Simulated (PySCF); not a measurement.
GeH7NSi, SMILES [SiH2]([GeH3])N. The structure is a stationary point at PBE0-D3(BJ)/def2-SVP. The structure was generated by enumeration, and PubChem lists no compound with its InChIKey, so it may never have been made. One conformer was computed; it need not be the lowest.

These are PBE0-D3(BJ)/def2-SVP (PySCF 2.14.0) values and carry that method's errors.

Harmonic wavenumbers (cm⁻¹): 97, 135, 149, 333, 340, 431, 473, 530, 717, 781, 836, 864, 886, 893, 912, 917, 1549, 2127, 2133, 2137, 2219, 2229, 3601, 3698. Rotational constants (GHz): 14.18, 2.147, 1.974; symmetry number 1.

Q: Work out the zero-point energy and the ideal-gas rigid-rotor harmonic-oscillator thermochemistry at 298.15 K and 1 atm.

A: ZPE = ½ Σ hcν = ½ × 28989 cm⁻¹ = 41.44 kcal/mol. H − E(el) = 46.37 kcal/mol. Entropy in cal/(mol K): translation 40.31, rotation 26.08, vibration 15.11, total 81.50. G − E(el) = 22.07 kcal/mol. Cp = 25.53 cal/(mol K). Modes under 150 cm⁻¹ make the vibrational entropy uncertain.
